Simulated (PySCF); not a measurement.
# Spinor energies of Ga¹⁹⁺ (gallium, charge +19)

Start: [Ne] 3s2. Calculated with PySCF 2.14 in an even-tempered Gaussian basis (19 s from 2.1 bohr⁻², ratio 2.4; 13 p from 2.7 bohr⁻², ratio 2.4; 5 d from 9.5 bohr⁻², ratio 2.6; 4 f from 14 bohr⁻², ratio 2.6): generalised Hartree-Fock with the X2C-1e Hamiltonian and a Gaussian nucleus; one run each with spin-orbit coupling (SO) switched off, then screened by Boettger's factors.

```
spinor shell  electrons  ε, spin-free (eV)  ε, screened SO (eV)  weight of nominal j (screened SO)  rms radius, screened SO (bohr)
       1s1/2          2           -11216.0             -11215.8                              1.000                          0.0560
       2s1/2          2            -2080.7              -2080.7                              1.000                           0.231
       2p1/2          2            -1905.8              -1925.4                              1.000                           0.205
       2p3/2          4            -1905.8              -1896.4                              1.000                           0.208
       3s1/2          2            -761.73              -761.72                              1.000                           0.579
```

| quantity | spin-free | screened SO |
| --- | --- | --- |
| E (hartree) | -1741.46297 | -1741.52135 |
| M_J | 0 | 0 |
| ⟨J²⟩ | 0.000 | 0.000 |
| ⟨L²⟩ | 0.000 | 0.001 |
| ⟨S²⟩ | 0.000 | 0.001 |

Without spin-orbit coupling the j labels of p, d and f shells carry no meaning; the spin-free column gives the mean over the occupied spinors of each nl shell.
